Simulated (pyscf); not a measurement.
**H₃C–CH(CH₃)–O–Si(OH)(OH)–OH, singlet**

Gas-phase minimum from PySCF at ωB97X-D3(BJ)/def2-SVP, one conformer. 

```xyz
18

C      0.8522     0.9341     1.4220
C      0.7517     0.4335    -0.0155
C      1.7734    -0.6528    -0.3314
O     -0.5615    -0.0411    -0.3118
Si    -1.5507    -0.9515     0.6310
O     -2.7155    -1.5430    -0.3813
O     -0.6268    -2.0993     1.3850
O     -2.3424    -0.1477     1.8400
H      0.0660     1.6750     1.6308
H      1.8333     1.4016     1.5990
H      0.7360     0.0967     2.1283
H      0.9115     1.2860    -0.6981
H      1.6115    -1.5217     0.3247
H      2.7989    -0.2788    -0.1835
H      1.6691    -0.9797    -1.3773
H     -2.4326    -1.6642    -1.2935
H     -1.0151    -2.4748     2.1821
H     -3.1523     0.2983     1.5718
```
Charge 0, spin multiplicity 1.

Bonds (Å): C1–C2 1.525, C1–H9 1.100, C1–H10 1.101, C1–H11 1.102, C2–C3 1.524, C2–O4 1.427, C2–H12 1.104, C3–H13 1.101, C3–H14 1.102, C3–H15 1.101, O4–Si5 1.642, Si5–O6 1.653, Si5–O7 1.655, Si5–O8 1.654 (the first ones only). Angles (°): C2–C1–H9 110.7, C2–C1–H10 110.5, C2–C1–H11 110.3, H9–C1–H10 108.7, H9–C1–H11 108.3, H10–C1–H11 108.3, C1–C2–C3 112.6, C1–C2–O4 111.4, C1–C2–H12 108.6, C3–C2–O4 109.7, C3–C2–H12 109.0, O4–C2–H12 105.2, C2–C3–H13 109.9, C2–C3–H14 110.7 (the first ones only).

Properties at ωB97X-D3(BJ)/def2-SVP:

```yaml
harmonic_wavenumbers_unscaled: 55, 88, 141, 182, 205, 252, 256, 270, 282, 310, 341, 353, 385, 393, 462, 542, 699, 815, 821, 833, 865, 917, 936, 952, 971, 995, 1065, 1178, 1203, 1230, 1363, 1395, 1418, 1420, 1464, 1475, 1481, 1498, 3068, 3071, 3083, 3165, 3168, 3175, 3180, 3935, 3938, 3939 cm⁻¹
zero_point_energy: 90.4 kcal/mol
rotational_symmetry_number: 1
Entropy of this conformer at 298 K and 1 atm, rigid rotor and harmonic oscillator, modes under 100 cm⁻¹ raised to 100: 414.9 J/(mol K)
dipole_moment: 0.42 D
```

Single-point totals, which compare only within one level:

```json
[
 {"level": "ωB97X-D3(BJ)/def2-TZVP", "total energy (hartree)": "-711.27900"},
 {"level": "PBE/def2-TZVP", "total energy (hartree)": "-710.49374"},
 {"level": "r²SCAN/def2-TZVP", "total energy (hartree)": "-710.89363"},
 {"level": "B3LYP-D3(BJ)/def2-TZVP", "total energy (hartree)": "-711.18688"},
 {"level": "PBE0-D3(BJ)/def2-TZVP", "total energy (hartree)": "-710.55852"},
 {"level": "M06-2X/def2-TZVP", "total energy (hartree)": "-710.95596"},
 {"level": "ωB97M-D3(BJ)/def2-TZVP", "total energy (hartree)": "-711.28100"}
]
```

Soft torsions are taken as harmonic, which can shift the entropy by several J/(mol K).
